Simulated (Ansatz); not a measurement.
Geometry optimisation, RKS r2SCAN-D4/def2-TZVP (Ansatz 0.2.0).

Input:

```yaml
crystal:
  periodic: [false, false, false]
  atoms:
    - { symbol: "N", position_ang: [-0.2271, -0.24, -0.4277] }
    - { symbol: K, position_ang: [1.6745, -0.2992, 1.0984] }
    - { symbol: H, position_ang: [-1.162, -0.3068, 0.1376] }
    - { symbol: H, position_ang: [-0.2299, 0.7858, -0.8286] }
basis:
  gaussian: { orbitals: def2-TZVP }
hamiltonian:
  xc: r2scan
  dispersion: d4
relax:
  f_tol: 0.015
  max_steps: 40
output:
  orbitals: {}
```

Command:

```bash
$ ansatz run input.yaml --threads 2 --pin off --max-ram 3072MiB --backend cpu --events-out ev --progress --plain --runs-dir out
```

**Question.** Where does it end, and by what steps?

**Answer.** The run converged. After 6 steps the energy has fallen by 0.341 eV; N1 moved furthest, 0.39 Å.

```csv
step,energy less start (eV),largest force component (eV/Å),accepted
0,0.0000,2.214,yes
1,-0.0476,2.808,yes
2,-0.1431,2.484,yes
3,-0.3363,0.178,yes
4,-0.3406,0.053,yes
5,-0.3409,0.019,yes
6,-0.3409,0.000,yes
```

```xyz
4
Properties=species:S:1:pos:R:3
N -0.219 0.036 -0.152
K 1.773 -0.402 1.108
H -1.152 -0.358 -0.029
H -0.347 0.663 -0.947
```

Whether the end is a true minimum wasn't checked by a vibrational analysis.

Run time: 13 s on 2 threads of Arm Neoverse V1, on a shared host, peak memory 0.14 GiB.
